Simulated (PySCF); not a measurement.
## Argon: a sound run and one with changed settings

Sound run: Ar²⁺ [Ne] 3s2 3p4, Ar³⁺ [Ne] 3s2 3p3. Computed with PySCF 2.14 in def2-TZVP, with the non-relativistic Hamiltonian (point nucleus). In the sound run the correlated levels freeze [Ne]. The sound run starts from symmetry-adapted Hartree-Fock orbitals and uses a fine grid where one is needed.

Changed run: initial guess 1e, at most 50 SCF cycles.

```
species   method  sound run (hartree)  changed run (hartree)  converged
   Ar²⁺      UHF           -525.29800             -525.29800        yes
   Ar²⁺     MN15           -525.85466             -525.85466        yes
   Ar²⁺  CCSD(T)           -525.45634             -525.45634        yes
   Ar³⁺     TPSS           -524.46176             -524.46176        yes
   Ar³⁺      MP2           -523.94964             -523.94964        yes
```

Here the plain start reaches the same solutions.
